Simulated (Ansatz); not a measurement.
Gas-phase electronic energies from Ansatz, PBE0-D4/def2-TZVP geometries. CCSD(T)/CBS adds triple-zeta CCSD(T) − MP2 to the extrapolated MP2 energy (def2 sets, frozen cores). This one scheme is used for every species. Functionals use def2-TZVPP. B3LYP here is the variant with VWN-RPA as its local correlation; programs differ in this. For Se outer-core shells are correlated without core-valence functions, which leaves a few kJ/mol of doubt a bond. Scalar relativity is left out up to krypton.

`B[SeH]` + `[NH2][AlH2]` → `B[NH][AlH2]` + H₂Se  (ligand exchange at a B–Se bond)

```tsv
level	ΔE (kJ/mol)
revPBE-D4	-29.2
BHLYP-D4	-41.6
ωB97X-V	-37.5
PBE	-28.4
B3LYP	-37.1
LC-ωPBE	-36.4
CCSD/def2-SVP	-50.6
MP2/CBS(def2)	-30.5
```

Task: What does CCSD(T)/CBS give? (Estimate.)

Result: Computed: -32.2 kJ/mol. The listed levels differ from it by 3.0, -9.4, -5.3, 3.8, -4.9, -4.2, -18.4, 1.7 kJ/mol.

Largest T1 diagnostic among the species: 0.013.

In def2-TZVPP, CCSD(T) changes the Hartree–Fock value by +9.9 kJ/mol (the triples alone add +1.8 kJ/mol) and MP2 by +11.6 kJ/mol. At CCSD(T), def2-SVP lies −17.0 kJ/mol from the extrapolated value and def2-TZVPP −2.7 kJ/mol.
